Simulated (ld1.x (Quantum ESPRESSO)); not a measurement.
## Reading a pseudo-wave (Te)

Columns: radius, all-electron u(r) and pseudo u(r) of the 4d shell (level -41.70 eV) of tellurium in the configuration [Kr] 4d10 5s2 5p4; LDA (PZ), scalar-relativistic, TM scheme, ld1.x (Quantum ESPRESSO) 7.5.

| r (bohr) | all-electron | pseudo |
| --- | --- | --- |
| 0.088 | 0.2929 | -0.0079 |
| 0.175 | 0.5936 | -0.0587 |
| 0.262 | 0.4586 | -0.1773 |
| 0.350 | 0.0699 | -0.3635 |
| 0.438 | -0.3534 | -0.5861 |
| 0.525 | -0.6951 | -0.7987 |
| 0.612 | -0.9276 | -0.9664 |
| 0.700 | -1.0581 | -1.0706 |
| 0.788 | -1.1058 | -1.1094 |
| 0.875 | -1.0950 | -1.0958 |
| 0.962 | -1.0469 | -1.0470 |
| 1.050 | -0.9757 | -0.9757 |
| 1.138 | -0.8931 | -0.8931 |
| 1.225 | -0.8077 | -0.8077 |
| 1.312 | -0.7232 | -0.7232 |
| 1.400 | -0.6417 | -0.6417 |
| 1.487 | -0.5667 | -0.5667 |
| 1.575 | -0.4975 | -0.4975 |
| 1.662 | -0.4356 | -0.4356 |
| 1.750 | -0.3796 | -0.3796 |
| 1.838 | -0.3300 | -0.3300 |
| 1.925 | -0.2868 | -0.2868 |
| 2.012 | -0.2487 | -0.2487 |
| 2.100 | -0.2151 | -0.2151 |
| 2.188 | -0.1857 | -0.1857 |
| 2.275 | -0.1605 | -0.1605 |

**Question.** How many radial nodes do the two functions have?

**Answer.** The all-electron 4d function has n − l − 1 = 1; the pseudo-wave has 0, since the states of the same l below it are removed with the core.

**Question.** At about which radius was the pseudo-wave matched?

**Answer.** 1.10 bohr. The columns agree to 0.0005 from 0.96 bohr on; several derivatives are matched, so the curves merge somewhat inside the radius.

**Question.** Is the pseudo-wave norm-conserving?

**Answer.** Yes: the TM scheme keeps the norm inside the radius equal to the all-electron one, which fixes the energy derivative of the logarithmic derivative at the level.
